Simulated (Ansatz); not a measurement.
Consider the formal exchange of groups at the As–Sn bond: `[F][SnH2][AsH2]` + `BF` → `FB[AsH2]` + `[F][SnH3]`.

Gas-phase electronic energies from Ansatz, PBE0-D4/def2-TZVP geometries. CBS: MP2 limit from def2 TZ/QZ plus the TZ coupled-cluster correction, frozen cores. This one scheme is used for every species. Functionals use def2-TZVPP. def2 core potentials past Kr. For As, Sn outer-core shells are correlated without core-valence functions, which leaves a few kJ/mol of doubt a bond. Scalar relativity is left out up to krypton.

```json
{"level": "r2SCAN0", "ΔE (kcal/mol)": "10.5"}
{"level": "BHLYP", "ΔE (kcal/mol)": "11.5"}
{"level": "LC-ωPBE", "ΔE (kcal/mol)": "8.8"}
{"level": "RPA@PBE/def2-TZVPP", "ΔE (kcal/mol)": "9.6"}
```

Q: What does CCSD(T)/CBS give? (Estimate.)

A: Computed: +12.1 kcal/mol. The listed levels differ from it by -1.6, -0.6, -3.3, -2.5 kcal/mol.

Q: What do rigid-rotor, harmonic-oscillator terms from PBE0-D4/def2-TZVP frequencies (298.15 K, 1 bar) make of the CCSD(T)/CBS value? (Estimate.)

A: The calculation gave: ΔZPE = -0.6 kcal/mol, ΔH = +11.0 kcal/mol, ΔS = -13 J/(mol·K), ΔG = +11.9 kcal/mol.

Largest T1 diagnostic among the species: 0.014.

Leaving LDA and LC-ωPBE aside and taking each functional with its dispersion term where it has one, the values, not all of them listed here, spread over 5.3 kcal/mol, from B97M-V to BHLYP-D4. LDA lies −2.1 kcal/mol from PBE without D4. At CCSD(T), def2-SVP lies −1.8 kcal/mol from the extrapolated value and def2-TZVPP −2.2 kcal/mol.
